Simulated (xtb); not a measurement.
A geometry relaxed with xtb with GFN2-xTB, charge 0, multiplicity 1:

```xyz
4

I      2.2299    -1.1559     0.0302
Al     0.0001     0.0003     0.0002
I     -0.1140     2.5093    -0.0021
I     -2.1160    -1.3537    -0.0283
```

Write the SMILES of this molecule.

`[I][Al]([I])[I]`
